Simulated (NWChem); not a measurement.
System: C₂H₄ClIn; SMILES C=[CH][InH][Cl]

Here is an NWChem input.

```
start job
memory heap 200 mb stack 900 mb global 1100 mb
geometry units angstroms noautoz
  In    -0.692914    -0.084659    -0.000022
  H     -2.262934     0.601604     0.002083
  Cl     1.044328     1.539045    -0.007829
  C      0.198528    -2.017760     0.002246
  C      1.532024    -2.130911    -0.000705
  H     -0.418730    -2.924133     0.005721
  H      2.030817    -3.108893     0.000250
  H      2.186441    -1.251025    -0.004210
end
basis spherical
  In library def2-svp
  H library def2-svp
  Cl library def2-svp
  C library def2-svp
end
ecp
  In library def2-ecp
end
dft
  xc r2scan
  iterations 150
  mulliken
end
task dft energy
```

All runs use the structure optimised with PBE0/def2-SVP. def2 effective core potentials on In; no spin-orbit coupling.

**Question.** Predict the main results of this run. (r2SCAN/def2-SVP with def2 effective core potentials on In.) Quantities: energy (Ha); highest occupied level (eV); orbital gap (eV); dipole (D).

**Answer.** 
```yaml
energy (Ha): -728.74
highest occupied level (eV): -6.88
orbital gap (eV): 4.51
dipole (D): 3.12
```
